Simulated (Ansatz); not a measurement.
A nudged elastic band was laid between two geometries of ClGaH$_{7}$NSi (11 atoms, charge 0, multiplicity 1).

The calculation used RKS PBE0/def2-mTZVP in Ansatz 0.2.0.

- movable images: 9
- climbing image: yes
- spring: 5.0 eV/Å²
- optimiser: quadratic models (default)
- start path: through a guess of the saddle point
- force threshold: 0.05 eV/Å
- iteration limit: 60
- end points: relaxed

Initial state:

```xyz
11
Properties=species:S:1:pos:R:3
Ga 0.126 -0.172 0.118
H -0.350 1.222 0.665
H 1.615 -0.676 0.067
Cl -1.098 -0.917 -1.580
N -0.743 -1.531 1.525
H -1.434 -1.995 0.935
Si 0.427 -2.667 2.265
H 1.013 -3.453 1.159
H 1.432 -1.841 2.970
H -0.268 -3.556 3.231
H -1.263 -0.979 2.204
```

Final state:

```xyz
11
Properties=species:S:1:pos:R:3
Ga 0.288 -0.899 -0.234
H -1.280 1.413 2.003
H 1.598 -0.094 -0.048
Cl -1.056 -0.450 -1.861
N -0.281 -2.274 0.819
H -1.165 -2.680 0.536
Si 0.490 -2.931 2.226
H 0.771 -4.387 2.084
H 1.774 -2.201 2.394
H -0.328 -2.756 3.460
H -1.355 0.693 2.181
```

Problem. What changes between the two ends?

Solution. Bonds broken: Ga1–H2, N5–H11. Bonds formed: H2–H11. ClGaH7NSi becomes ClGaH5NSi + H2.

Problem. What energy profile does the band end with?

Solution. The forces met the threshold. The highest image is number 7 of 0 to 10, 1.73 eV above the first end and 1.06 eV above the last; the last end lies 0.67 eV above the first. A vibrational analysis at the climbing image gives one clearly imaginary mode, 1399i cm⁻¹: a first-order saddle point. The orbitals stay closed-shell, which can raise the energy where a bond breaks towards radicals; this wasn't checked here.

```
image  path coordinate (Å)  energy (eV)  Ga1–H2 (Å)  N5–H11 (Å)  H2–H11 (Å)
    0                 0.00         0.00        1.57        1.02        2.84
    1                 0.35         0.00        1.57        1.02        2.82
    2                 0.70         0.01        1.57        1.02        2.73
    3                 1.06         0.06        1.57        1.02        2.49
    4                 1.41         0.17        1.58        1.02        2.17
    5                 1.76         0.42        1.60        1.03        1.78
    6                 2.12         1.06        1.70        1.12        1.37
    7                 2.47         1.73        1.85        1.43        0.99
    8                 3.42         0.82        2.52        2.35        0.75
    9                 4.37         0.68        3.03        3.09        0.75
   10                 5.31         0.67        3.58        3.44        0.75
```

Problem. What is the geometry of the highest image?

Solution. 
```xyz
11
Properties=species:S:1:pos:R:3:forces:R:3
Ga 0.115 -0.475 -0.042 0.00 -0.01 0.01
H -0.688 0.570 1.255 0.01 0.00 0.01
H 1.634 -0.171 -0.122 0.00 0.00 0.00
Cl -1.220 -0.406 -1.739 -0.01 0.00 -0.01
N -0.583 -1.756 1.296 0.02 0.01 -0.02
H -1.460 -2.166 0.987 0.00 -0.01 0.01
Si 0.393 -2.748 2.354 0.00 0.00 0.00
H 1.045 -3.883 1.642 0.00 0.00 0.00
H 1.454 -1.865 2.904 0.00 0.00 0.00
H -0.432 -3.298 3.461 0.00 0.00 0.00
H -0.802 -0.369 1.563 -0.02 0.00 0.01
```

Problem. What are the harmonic wavenumbers there?

Solution. 1399i, 71, 88, 107, 157, 391, 412, 470, 551, 570, 668, 722, 748, 828, 903, 941, 965, 978, 1120, 1399, 1701, 1795, 2050, 2217, 2236, 2243, 3561 cm⁻¹.

The run took 7.3 min on 4 threads of Arm Neoverse V2, with other jobs on the host, peak memory 0.32 GiB.
